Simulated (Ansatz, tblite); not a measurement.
Cost and result up the ladder for [VO(NH3)4]2+ (VN4OH12²⁺) (18 atoms). Charge 2, multiplicity 2. Geometry: PBE-D4/def2-SVP.

Cartesian coordinates in Å:
```
V 0.268 -0.174 0.118
O 1.482 -0.962 0.653
N -0.653 -1.623 -1.193
H 0.090 -2.172 -1.663
H -1.255 -1.268 -1.957
H -1.227 -2.342 -0.719
N 1.088 0.768 -1.645
H 0.637 1.638 -1.979
H 1.143 0.163 -2.483
H 2.075 1.024 -1.461
N 0.496 1.725 1.124
H 1.183 2.372 0.698
H 0.874 1.557 2.075
H -0.353 2.301 1.265
N -1.258 -0.657 1.570
H -1.249 -0.088 2.434
H -1.098 -1.624 1.909
H -2.244 -0.638 1.255
```

Ansatz on 4 threads of Intel Xeon Platinum 8259CL on a shared host; xTB runs through tblite on one thread. Times are rough, summed over both states, and most runs start from the orbitals of an earlier one. ωB97M-V/def2-TZVP serves as the yardstick here, not as an exact answer. The other state is a singlet.

The xTB rows come from tblite. No other spin state of charge 2 was run.

Raw xTB energies of ions are shifted by several eV, and xTB has no spin-polarisation term.

| level | functions | vertical IE (eV) | difference from ωB97M-V/def2-TZVP (eV) |
| --- | --- | --- | --- |
| PBE-D4/def2-TZVP (with forces) | 272 | 17.42 | -0.81 |
| GFN2-xTB | 41 | 22.27 | 4.04 |
| PBE0-D4/def2-TZVP | 272 | 18.13 | -0.10 |
| ωB97M-V/def2-TZVP | 272 | 18.23 | 0.00 |
| GFN1-xTB | 53 | 23.19 | 4.96 |

(1) Estimate how long each takes.

## Answers

(1) GFN2-xTB 0.041 s; GFN1-xTB 0.086 s; PBE-D4/def2-TZVP (with forces) 21 s; PBE0-D4/def2-TZVP 32 s; ωB97M-V/def2-TZVP 73 s. On shared hardware such times vary by a factor of up to 3.
